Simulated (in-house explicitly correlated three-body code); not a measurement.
Computed with an exponentially correlated three-body code. Model: two electrons around a point charge, non-relativistic, variational in 260 exponentially correlated functions (energies converged to about 1e-7 hartree, or 1e-8 relative for large Z).

Command:
```bash
python run_hyl.py task.json out
```
Settings (lengths in bohr, energies in hartree):
```
Z                      8
nuclear_mass           5
interaction_strength   1
functions              260
states_tried           13
```

Time taken, with all properties: 34 s on 1 thread of Intel(R) Xeon(R) Platinum 8375C CPU @ 2.90GHz (Ice Lake) (shared host).

**Those bound S and P states to n = 4 that converged, binding against the one-electron ion.**

Given: nuclear charge 8; mass of the centre 5 electron masses.

Computed: one-electron threshold -26.6666667 hartree.

```json
{"term": "1 1S", "energy (hartree)": "-49.4309871", "binding (eV)": "619.45"}
{"term": "2 3P", "energy (hartree)": "?", "binding (eV)": "?"}
{"term": "2 3S", "energy (hartree)": "-32.1520783", "binding (eV)": "149.27"}
{"term": "2 1P", "energy (hartree)": "-31.3748049", "binding (eV)": "128.11"}
{"term": "3 3S", "energy (hartree)": "-29.0662532", "binding (eV)": "65.296"}
{"term": "3 1S", "energy (hartree)": "-29.0285569", "binding (eV)": "64.27"}
{"term": "4 3S", "energy (hartree)": "-28.0065708", "binding (eV)": "36.461"}
```

Question: What belongs in the row 2 3P?

Answer: energy (hartree): -32.6277894; binding (eV): 162.21.

**Converged states only, values per electron or pair.**

| term | mean r (bohr) | mean r squared (bohr²) | mean inverse r (1/bohr) | mean r12 (bohr) | mean inverse r12 (1/bohr) | mean cosine | mean p1 dot p2 (bohr⁻²) | delta r1 (bohr⁻³) | delta r12 (bohr⁻³) |
| --- | --- | --- | --- | --- | --- | --- | --- | --- | --- |
| 1 1S | 0.23491 | 0.073972 | 6.4328 | 0.33408 | 4.0625 | 0.04939 | -2.0231 | 87.463 | 10.128 |
| 2 3P | 0.47861 | 0.35777 | 4.1759 | 0.78237 | 1.5592 | -0.051695 | -4.8001 | 46.427 | - |
| 2 3S | 0.59355 | 0.57238 | 4.0932 | 0.99005 | 1.1874 | 0.028813 | -0.36841 | 51.921 | - |
| 2 1P | 0.58583 | 0.56562 | 4.0052 | 0.9586 | 1.334 | 0.064229 | 1.0509 | 47.881 | 0.2524 |
| 3 3S | 1.2077 | 2.7572 | 3.6696 | 2.202 | 0.58112 | 0.013177 | -0.3635 | 48.537 | - |
| 3 1S | ? | ? | ? | ? | ? | ? | ? | ? | ? |
| 4 3S | 2.0724 | 8.6757 | 3.5221 | 3.9262 | 0.33991 | 0.0077997 | -0.25113 | 47.733 | - |

Question: What belongs in the row 3 1S?

Answer: mean r (bohr): 1.2244; mean r squared (bohr²): 2.8425; mean inverse r (1/bohr): 3.6685; mean r12 (bohr): 2.2342; mean inverse r12 (1/bohr): 0.63823; mean cosine: 0.0083781; mean p1 dot p2 (bohr⁻²): -0.62849; delta r1 (bohr⁻³): 48.498; delta r12 (bohr⁻³): 0.53675.
